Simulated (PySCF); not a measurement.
Bi(Br)(Et)2, SMILES C[CH2][Bi]([Br])[CH2]C (C4H10BiBr), singlet, GFN2-xTB optimised geometry.

```
16

Bi    -0.82    -1.32     0.00
Br     1.80    -1.32     0.00
C     -0.87     0.96     0.00
C     -0.78     1.53     1.41
H     -1.80     1.27    -0.48
H     -0.04     1.32    -0.60
H      0.15     1.23     1.88
H     -1.61     1.18     2.03
H     -0.81     2.62     1.39
C     -0.90    -1.52    -2.27
C     -0.14    -0.45    -3.03
H     -1.95    -1.51    -2.55
H     -0.50    -2.50    -2.51
H      0.90    -0.43    -2.73
H     -0.57     0.54    -2.83
H     -0.18    -0.63    -4.10
```

Density from PBE0/def2-TZVP, def2 effective core potentials past Kr (PySCF) at that geometry. The core electrons that the potentials of Bi replace are not part of the density.

Minimum of the electron density along straight lines between bonded atoms, close to the bond critical point (lines longer than 1.1 times the sum of covalent radii, or with two minima, are not listed):

| bond | length / Å | ρ at the minimum / e bohr⁻³ | ∇²ρ there / e bohr⁻⁵ | position (fraction from the first atom) |
|---|---|---|---|---|
| Bi1–Br2 | 2.614 | ___ | ___ | 0.48 |
| Bi1–C3 | 2.279 | 0.098 | 0.06 | 0.53 |
| C3–C4 | 1.519 | 0.246 | -0.60 | 0.50 |
| C3–H5 | 1.087 | 0.278 | -0.94 | 0.64 |
| C3–H6 | 1.085 | 0.281 | -0.97 | 0.64 |
| C4–H7 | 1.089 | 0.280 | -0.96 | 0.64 |
| C4–H8 | 1.090 | 0.278 | -0.95 | 0.64 |
| C4–H9 | 1.090 | 0.277 | -0.95 | 0.64 |
| Bi1–C10 | 2.284 | 0.097 | 0.06 | 0.53 |
| C10–C11 | 1.516 | 0.247 | -0.61 | 0.51 |
| C10–H12 | 1.088 | 0.277 | -0.94 | 0.64 |
| C10–H13 | 1.088 | 0.279 | -0.95 | 0.64 |
| C11–H14 | 1.088 | 0.281 | -0.97 | 0.64 |
| C11–H15 | 1.088 | 0.280 | -0.96 | 0.64 |
| C11–H16 | 1.090 | 0.277 | -0.94 | 0.64 |

**Question.** Complete the blanks.

**Answer.** 
- Bi1–Br2, ρ at the minimum / e bohr⁻³: 0.070
- Bi1–Br2, ∇²ρ there / e bohr⁻⁵: 0.09
